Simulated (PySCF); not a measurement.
**Shieldings and the share of exact exchange**

Molecule: `CC(=O)[SiH2]F`, C$_{2}$H$_{5}$FOSi.

Molfile (atoms numbered from 1):
```
C2H5FOSi
     RDKit          3D

 10  9  0  0  0  0  0  0  0  0999 V2000
   -1.4832    0.0900    0.1492 C   0  0  0  0  0  0  0  0  0  0  0  0
   -0.2386   -0.0618   -0.6735 C   0  0  0  0  0  0  0  0  0  0  0  0
   -0.2468   -0.1933   -1.8786 O   0  0  0  0  0  0  0  0  0  0  0  0
    1.5125   -0.0660    0.1218 Si  0  0  0  0  0  4  0  0  0  0  0  0
    1.3971    0.1585    1.7324 F   0  0  0  0  0  0  0  0  0  0  0  0
   -1.5268   -0.7044    0.9125 H   0  0  0  0  0  0  0  0  0  0  0  0
   -2.3737    0.0510   -0.4936 H   0  0  0  0  0  0  0  0  0  0  0  0
   -1.4516    1.0446    0.7001 H   0  0  0  0  0  0  0  0  0  0  0  0
    2.1507   -1.3852   -0.1340 H   0  0  0  0  0  0  0  0  0  0  0  0
    2.3085    1.0464   -0.4611 H   0  0  0  0  0  0  0  0  0  0  0  0
  1  2  1  0
  2  3  2  0
  2  4  1  0
  4  5  1  0
  1  6  1  0
  1  7  1  0
  1  8  1  0
  4  9  1  0
  4 10  1  0
M  END
```

GIAO shieldings (ppm, equivalent atoms averaged) in PySCF 2.14.0 with density-fitted response routines on the PBE0-D3(BJ)/def2-SVP geometry, basis pcSseg-2, gas phase, non-relativistic:

```tsv
functional	exact exchange (%)	σ(C1)	σ(Si4)	σ(F5)
BLYP	0	133.6	359.7	371.0
BP86	0	137.3	366.1	374.2
PBE	0	137.5	366.4	373.5
PBE0	25	143.3	380.9	385.5
mPW1PW91	25	142.8	380.4	385.6
BHandHLYP	50	145.1	389.4	392.2
HF	100	155.1	426.9	405.7
```

Question: Fit each shielding as a line in the percentage of exact exchange.

Answer: σ(C1) = 136.8 + 0.19 x (rms 1.6 ppm); σ(Si4) = 363.9 + 0.61 x (rms 3.0 ppm); σ(F5) = 374.5 + 0.33 x (rms 2.2 ppm). The functionals also differ in their semilocal parts, which the line can't hold; Hartree–Fock has no correlation at all.

Question: What does the line predict for B3LYP (20 %), and what does the run give?

Answer: σ(C1): 140.6 predicted, 138.6 computed; σ(Si4): 376.1 predicted, 370.9 computed; σ(F5): 381.1 predicted, 381.1 computed ppm.
